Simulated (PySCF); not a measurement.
PySCF input file for BH₃OS₂, SMILES B(O)(S)S, KT2/pcSseg-1. Geometry: TPSSh-D3(BJ)/def2-SVP. The values are those of a single conformer.

```python
import numpy as np
from pyscf import gto, scf, dft
from pyscf.prop.nmr import rks as nmr

mol = gto.M(
    atom='''
    B     0.39842886    0.00164304   -0.00000000
    O     1.75830585    0.03173662   -0.00000000
    H     2.18679986   -0.83462565    0.00000001
    S    -0.63237537   -1.51346263   -0.00000000
    H     0.37043032   -2.42214260    0.00000001
    S    -0.42538657    1.62828255    0.00000000
    H    -1.69163016    1.15754137   -0.00000001
    ''',
    basis='pcSseg-1',
    charge=0,
    spin=0,
    max_memory=1600,
    verbose=3,
)
mf = dft.RKS(mol, xc='kt2')
mf.grids.level = 3
mf.conv_tol = 1e-10
mf.max_cycle = 100
mf.kernel()
n = nmr.NMR(mf)
n.verbose = 2
n.max_cycle_cphf = 60
sigma = n.kernel()
print('atom   isotropic/ppm   span/ppm')
for i, s in enumerate(sigma):
    w = np.linalg.eigvalsh((s + s.T) / 2)
    print(f'{mol.atom_symbol(i):2s}{i + 1:3d} {w.mean():14.3f} {w[2] - w[0]:11.3f}')
```

Program output:

```
converged SCF energy = -906.136119534747
atom   isotropic/ppm   span/ppm
B   1         59.616      59.319
O   2        161.718     182.450
H   3         27.012      12.403
S   4        593.529     332.683
H   5         29.621      15.555
S   6        602.711     211.978
H   7         29.575      14.293
```

The calculation finished and met its thresholds.
